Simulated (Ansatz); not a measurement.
Reaction (substitution at a C–O bond): `C[O][Ga]([OH])[Cl]` + `C[O][SnH]([OH])[Cl]` → `C[O][SnH]([Cl])[O]C` + `[OH][Ga]([OH])[Cl]`

Calculated with Ansatz (gas phase, PBE0-D4/def2-TZVP geometries, no zero-point term in ΔE). CCSD(T)/CBS adds triple-zeta CCSD(T) − MP2 to the extrapolated MP2 energy (def2 sets, frozen cores). Functionals use def2-TZVPP. def2 core potentials past Kr. For Ga, Sn outer-core shells are correlated without core-valence functions, which leaves a few kJ/mol of doubt a bond. Scalar relativity is left out up to krypton. Each species was taken in one conformer, which may not be the lowest.

```
              species  PBE0 energy (Eh)
 `C[O][Ga]([OH])[Cl]`       -2575.60307
`C[O][SnH]([OH])[Cl]`        -865.86649
`C[O][SnH]([Cl])[O]C`        -905.12336
 `[OH][Ga]([OH])[Cl]`       -2536.34666
```

Q: Work out ΔE.

A: ΔE = (-905.12336) + (-2536.34666) − (-2575.60307) − (-865.86649) = -0.00046 Eh = -0.3 kcal/mol. CCSD(T)/CBS gives -0.9 kcal/mol.

Largest T1 diagnostic among the species: 0.013.
